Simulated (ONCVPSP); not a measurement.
How hard is this Ne ONCV potential?

neon (Ne), optimised norm-conserving Vanderbilt (ONCV), made with ONCVPSP 4.0.1 (PBE, scalar-relativistic). Core [He], reference 2s2 2p6. Waves: 2s: rc 0.70 bohr, ncon 5, nbas 9, qcut 8.8 1/bohr, local; 2p: rc 1.30 bohr, ncon 4, nbas 9, qcut 12.9 1/bohr, 2 projectors, debl 2.2 Ha; d scattering state at 0.28 Ha: rc 1.45 bohr, ncon 4, nbas 7, qcut 5.5 1/bohr, 2 projectors, debl 3.7 Ha. Local part: the s channel. Core correction: polynomial model core, fcfact 0.3.

Question: For each optimised wave give the share of its norm inside rc, the residual kinetic energy above qcut (Ha) and the cutoffs (Ha) for errors of 10, 1, 0.1 and 0.01 mHa per electron.

Answer:

```json
{"wave": "2s", "norm inside rc": "0.359", "residual KE": "1.8e-02", "10 mHa": "46.2", "1 mHa": "353.4", "0.1 mHa": "450.0", "0.01 mHa": "501.4"}
{"wave": "2p", "norm inside rc": "0.774", "residual KE": "1.6e-08", "10 mHa": "39.5", "1 mHa": "50.5", "0.1 mHa": "59.5", "0.01 mHa": "67.1"}
{"wave": "p projector 2", "norm inside rc": "0.072", "residual KE": "2.2e-08", "10 mHa": "35.1", "1 mHa": "47.9", "0.1 mHa": "58.7", "0.01 mHa": "67.4"}
{"wave": "d projector 1", "norm inside rc": "0.003", "residual KE": "9.9e-06", "10 mHa": "0.8", "1 mHa": "2.4", "0.1 mHa": "8.0", "0.01 mHa": "15.1"}
{"wave": "d projector 2", "norm inside rc": "0.156", "residual KE": "1.5e-02", "10 mHa": "16.4", "1 mHa": "23.9", "0.1 mHa": "60.8", "0.01 mHa": "92.4"}
```

The occupied waves need 353 Ha and 450 Ha for 1 and 0.1 mHa. Rows with under 1 % of the norm inside rc give no meaningful cutoff. Its largest configuration-test error is +1954 meV.
